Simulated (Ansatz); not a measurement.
Potential energy curve for F3Y, SMILES [F][Y]([F])[F]. The Y1–F4 bond (Y1 also carries F, F; F4 carries nothing else) is varied alone, starting from the PBE0/def2-TZVP, def2 effective core potentials past Kr optimised geometry.

Method: unrestricted PBE0/def2-TZVP, def2 effective core potentials past Kr (Ansatz, a program for electronic structure).

Problem. Relative to R = 2.00 Å, what are the energies at R = 1.66, 1.86, 2.66, 3.25 Å?

Solution. 44.7 kcal/mol at 1.66 Å, 5.3 kcal/mol at 1.86 Å, 41.5 kcal/mol at 2.66 Å, 82.3 kcal/mol at 3.25 Å.

The unrestricted determinant behind UKS-PBE0 is spin-contaminated at 4.20 to 5.72 Å (<S²> up to 0.6, against 0.00 for a pure singlet).
